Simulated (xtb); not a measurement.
AlF2I, SMILES [F][Al]([F])[I]. All values are semi-empirical tight-binding results from xtb (GFN2-xTB unless named), good for trends rather than for accurate numbers. Geometry: GFN2-xTB.

Optimised geometry:

```xyz
4

Al    -1.3795    -0.0057     0.0000
F     -2.2519     0.0031    -1.3870
F     -2.2519     0.0031     1.3870
I      1.1032     0.0004     0.0000
```

For metal compounds this method's bond lengths and energies can be far off.

Computed properties:
```json
{
  "point_group_as_xtb_finds_it": "C2v",
  "orbital_gap": "4.13 eV",
  "zero_point_energy": "3.7 kcal/mol",
  "G − E(el) at 298.15 K (modified RRHO)": "-15.5 kcal/mol"
}
```

Problem. Give the atomic charges and the Wiberg bond orders between heavy atoms. (An estimate is asked for; the answer gives what the named calculation found.)

Solution. charges (e) Al1 0.53, F2 -0.24, F3 -0.24, I4 -0.05. Bond orders Al1–F2 1.25, Al1–F3 1.25, Al1–I4 1.31.
